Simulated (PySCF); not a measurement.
The multiplicity was assumed; other spin states weren't computed. def2 core potentials replace the inner electrons of Au.

B3LYP has the VWN-RPA correlation part, as in Gaussian. Delta-SCF ions had no search for a lower state. Excitations are Tamm–Dancoff values on a coarser integration grid. The basis has no diffuse functions, so Rydberg states are missing or too high.

Z-matrix (Å, degrees):
```
C
C 1 1.3944
H 2 1.0918 1 121.84
C 2 1.4087 3 124.87 1 179.08
H 4 1.0918 2 124.88 3 -0.30
C 4 1.3942 5 121.80 2 -179.32
S 1 1.7351 2 126.05 3 6.63
S 6 1.7355 4 126.13 5 6.11
S 6 1.7459 4 110.70 5 -179.36
Au 7 2.2742 1 104.32 2 -114.43
Au 8 2.2752 6 104.07 4 -114.13
```
Charge 0, spin multiplicity 1.

Give the S1 excitation (TDA), brightest of the four lowest singlets (TDA), dipole moment, T1 excitation (TDA), vertical electron affinity (Delta-SCF), S1 oscillator strength, HOMO and total energy at the level B3LYP-D3(BJ)/def2-SVP // r2SCAN-D4/def2-SVP (PySCF).


| Item | Result |
|---|---|
| S1 excitation (TDA) | 1.99 eV |
| brightest of the four lowest singlets (TDA) | 2.57 eV |
| dipole moment | 0.06 D |
| T1 excitation (TDA) | 1.32 eV |
| vertical electron affinity (Delta-SCF) | 2.22 eV |
| S1 oscillator strength | 0.250 |
| HOMO | -6.00 eV |
| total energy | -1619.3757 Ha |
